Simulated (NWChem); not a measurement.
# PbHF, singlet; SMILES [F][PbH]

All runs: NWChem. Low-valent species are run as closed-shell singlets; no triplet was tried in these runs. Geometry: optimised at PBE0-D3(BJ)/def2-TZVP. def2 effective core potentials on Pb; no spin-orbit coupling. Vertical excitations in the gas phase.

**Question.** What does the run give for B3LYP/def2-SVPD, full TDDFT? Quantities: lowest excitation, singlet (eV); oscillator strength of that lowest state; orbital gap (eV).

**Answer.** 
```json
{
  "lowest excitation, singlet (eV)": "2.84",
  "oscillator_strength_of_that_lowest_state": "0.007",
  "orbital gap (eV)": "3.83"
}
```
